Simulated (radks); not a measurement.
The numbers below are computed, except where a source is named.
Q: These are the eigenvalues of the occupied orbitals of an atom or ion with whole-number occupations (hartree). Level of theory: non-relativistic Kohn-Sham, r2SCAN, spin-polarised, spherical densities, point nucleus; meta-GGA in the generalised Kohn-Sham scheme (a radial shooting solver on a logarithmic mesh with Libxc functionals).

| orbital | eigenvalue |
|---|---|
| 1s down | -217.4600 |
| 1s up | -217.4593 |
| 2s up | -26.81888 |
| 2s down | -26.76648 |
| 2p up | -23.08145 |
| 2p down | -23.04190 |
| 3s up | -4.97827 |
| 3s down | -4.85586 |
| 3p up | -3.89860 |
| 3p down | -3.77620 |
| 3d up | -2.17870 |

Which element is it, and in what charge state? The configuration may be excited. Open shells, if any, are filled with parallel spins first.

A: Z = 24, chromium, charge +4: Cr4+ in [Ar] 3d2. The list shows which subshells hold electrons but not how many an open one holds; the 1s level, -217.46 hartree, gives Z - s = 20.9 by -(Z - s)^2/2, which with screening narrows Z to a few neighbours, and the depths of the outer levels then fix element, charge and occupations together.
